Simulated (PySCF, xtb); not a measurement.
GeCl₂I₂, SMILES [Cl][Ge]([Cl])([I])[I].

GFN2-xTB in xtb at its own geometry gives an orbital gap of 3.53 eV and a dipole moment of 4.81 D.

Geometry: PBE-D3(BJ)/def2-SVP. The def2 effective core potentials stand for the cores of I; spin–orbit coupling is left out.

Question: What does PBE/def2-TZVP (PySCF) give? (An estimate is asked for; the answer gives what the named calculation found.)

Answer: gap 2.90 eV (levels -6.94 and -4.04 eV), dipole 1.11 D.
